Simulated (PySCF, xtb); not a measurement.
CH7GaN2, SMILES [CH3][Ga]([NH2])[NH2].

GFN2-xTB (xtb) at its own geometry gives an orbital gap of 4.17 eV and a dipole moment of 0.78 D.

Coordinates come from a TPSSh-D3(BJ)/def2-SVP optimisation. The structure was generated by enumeration; whether it is a known compound was not checked. One conformer was computed; it need not be the lowest.

Problem. What does M06-2X/def2-TZVP (PySCF) give? (An estimate is asked for; the answer gives what the named calculation found.)

Solution. gap 9.03 eV (levels -8.02 and 1.01 eV), dipole 0.18 D.
